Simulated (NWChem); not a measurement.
System: CHCl, singlet; SMILES [CH]Cl

Here is an NWChem input.

```
start job
memory heap 200 mb stack 900 mb global 1100 mb
geometry units angstroms noautoz
  C      0.150000     1.200207     0.000000
  Cl    -0.013346    -0.519196     0.000000
  H     -0.918878     1.524877     0.000000
end
basis spherical
  C library def2-svp
  Cl library def2-svp
  H library def2-svp
end
dft
  xc xwpbe 1.00 cpbe96 1.0 hfexch 1.00
  cam 0.5 cam_alpha 0.0 cam_beta 1.0
  iterations 150
  vectors input atomic output neutral.movecs
end
task dft energy
charge 1
dft
  odft
  mult 2
  vectors input atomic output cation.movecs
end
task dft energy
```

Low-valent species are run as closed-shell singlets; no triplet was tried in these runs. Geometry: optimised at B3LYP/6-31G* (spherical d).

Ions are spin-unrestricted doublets at the neutral geometry; other ion states weren't tried. Functional: LC-ωPBE (HJS hole) with def2-SVP; the question gives the range parameter ω in 1/bohr.

What results follow from this input? (LC-wPBE (HJS exchange hole, range parameter 0.5 per bohr)/def2-SVP, vertical spin-unrestricted ions.) Quantities: vertical ionisation energy, ΔSCF (eV); −ε(HOMO) (eV).

vertical ionisation energy, ΔSCF (eV): 10.19
−ε(HOMO) (eV): 10.40
